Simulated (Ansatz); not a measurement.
```yaml
crystal:
  periodic: [false, false, false]
  atoms:
    - {symbol: F, position_ang: [-0.695438, 0.182920, -2.268375]}
    - {symbol: C, position_ang: [-0.363990, -0.759843, -1.317114]}
    - {symbol: C, position_ang: [0.000042, -0.133229, -0.034434]}
    - {symbol: C, position_ang: [0.370446, -0.521925, 1.185597]}
    - {symbol: Si, position_ang: [0.294536, 1.275972, 1.063456]}
    - {symbol: H, position_ang: [-1.225776, -1.423909, -1.188909]}
    - {symbol: H, position_ang: [0.474409, -1.348019, -1.706186]}
    - {symbol: H, position_ang: [0.538782, -1.470681, 1.680506]}
    - {symbol: H, position_ang: [-0.830498, 2.047637, 1.641934]}
    - {symbol: H, position_ang: [1.520686, 2.099977, 0.946525]}
basis:
  gaussian: {orbitals: def2-TZVPD}
hamiltonian: {xc: {name: HF}}
correlation: {method: mp2, frozen_orbitals: {F: 0}}
output: {forces: true}
```

```sh
$ ansatz run in.yaml --threads 4 --pin off --events-out ev --progress --plain --max-ram 10444MiB
```

How does Ansatz answer? (An estimate is asked.)

Computed: The program refused the input.
```
Functional definition: HF
Error: "frozen_orbitals" has no count for C
```
